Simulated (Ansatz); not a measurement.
[BBrH3]- (BH3Br⁻). The state is a triplet with charge -1. Geometry PBE-D4/def2-TZVPD, that of the charge -1 singlet; atoms count from 1.

```xyz
5

B     0.204   -0.084   -0.090
Br   -1.643    0.680    0.727
H    -0.002   -1.272   -0.297
H     1.046    0.118    0.773
H     0.395    0.558   -1.113
```

The highest occupied level of the charge -1 triplet lies above zero (up to 1.67 eV). By energy differences it is unbound by 0.73 eV (vertical, against the charge 0 doublet, at PBE0-D4/def2-TZVPD) and held by the finite basis. At PBE0-D4/def2-TZVPD a singlet of charge -1 lies 4.97 eV below the triplet at the same geometry.

Question: Estimate the Mulliken populations from the PBE0/def2-TZVPD orbitals of Ansatz.

Answer: 
```tsv
atom	charge (e)	spin (α − β)
B1	-1.63	1.46
Br2	0.66	0.23
H3	0.02	0.17
H4	-0.02	0.07
H5	-0.02	0.07
```
Mulliken values depend strongly on the basis. With diffuse functions, as here, like atoms can get unlike values, and bond orders can come out too low or too high.

Question: Where does the spin sit?

Answer: Summed by element: B 1.46, Br 0.23, H 0.30, of 2 unpaired in all. Largest on single atoms: B1 1.46, Br2 0.23, H3 0.17.
